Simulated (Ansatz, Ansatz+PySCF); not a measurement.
```yaml
atoms:
  - { symbol: C, position_ang: [0.0000, 1.4000, 0.0000] }
  - { symbol: C, position_ang: [1.2124, 0.7000, 0.0000] }
  - { symbol: C, position_ang: [1.2124, -0.7000, 0.0000] }
  - { symbol: C, position_ang: [0.0000, -1.4000, 0.0000] }
  - { symbol: C, position_ang: [-1.2124, -0.7000, 0.0000] }
  - { symbol: C, position_ang: [-1.2124, 0.7000, 0.0000] }
  - { symbol: C, position_ang: [2.4249, 1.4000, 0.0000] }
  - { symbol: C, position_ang: [3.6373, 0.7000, 0.0000] }
  - { symbol: C, position_ang: [3.6373, -0.7000, 0.0000] }
  - { symbol: C, position_ang: [2.4249, -1.4000, 0.0000] }
  - { symbol: H, position_ang: [0.0000, -2.4850, 0.0000] }
  - { symbol: H, position_ang: [-2.1521, -1.2425, 0.0000] }
  - { symbol: H, position_ang: [2.4249, 2.4850, 0.0000] }
  - { symbol: H, position_ang: [4.5769, 1.2425, 0.0000] }
  - { symbol: H, position_ang: [4.5769, -1.2425, 0.0000] }
  - { symbol: H, position_ang: [2.4249, -2.4850, 0.0000] }
```

Basis set: def2-SVP (spherical functions). Charge 0, multiplicity 3.

Computed with Ansatz (development build ahead of 0.2.0); each method stands on the lowest determinant of its kind that the runs found. Restricted functionals stand beside restricted open-shell atoms, which can lie above the unrestricted atoms usual in DFT and then raise those values.

The atomization energy at this shape (free ground-state atoms in the same class of orbitals less the molecule, no zero-point energy) of triplet C₁₀H₆:

```tsv
method	atomization energy
ωB97X (unrestricted)	1939.28 kcal/mol
PBE0 (restricted open-shell)	1993.61 kcal/mol
UHF	1458.15 kcal/mol
ROHF	1469.38 kcal/mol
```

(1) What does PBE0 (unrestricted) give?

## Answers

(1) 1984.85 kcal/mol. Caution: another spin multiplicity may lie lower; the shape is not the minimum. Caution for UHF: the unrestricted determinant is a mixture of spin states. Caution for ROHF: an unrestricted determinant lies well below.
